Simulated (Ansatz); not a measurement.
Reaction: BGeH3F (SMILES F[BH][GeH2], doublet) → BGeH3F (SMILES F[B][GeH3], doublet)
Each species at its own B3LYP-D3(BJ)/def2-TZVP minimum (Ansatz, a program for electronic structure).

Property: isomerisation energy (electronic), in kJ/mol. Radicals and triplets start from unrestricted determinants; spin-orbit coupling is neglected. Correlated methods leave the cores frozen (noble-gas shells, and filled d and f shells in the p block). No relativity. CBS(X,Y): correlation extrapolated as X^-3, Hartree-Fock from the larger set. A bracket is a step between two methods taken in the basis named.

CCSD(T)/CBS(cc-pVTZ,cc-pVQZ) + [CCSDT(Q) - CCSD(T)]/cc-pVDZ (Ansatz) gives 96.6 kJ/mol.

**Question.** What does PBE/def2-TZVPD (Ansatz) give here, and how do the other levels compare?

**Answer.** PBE gives 96.8 kJ/mol, 0.2 kJ/mol above it. Differences of the others: r2SCAN/def2-TZVPD (Ansatz) -3.2; PBE0/def2-TZVPD (Ansatz) -1.1; CCSD(T)/CBS(cc-pVTZ,cc-pVQZ) (Ansatz) 0.0 kJ/mol.
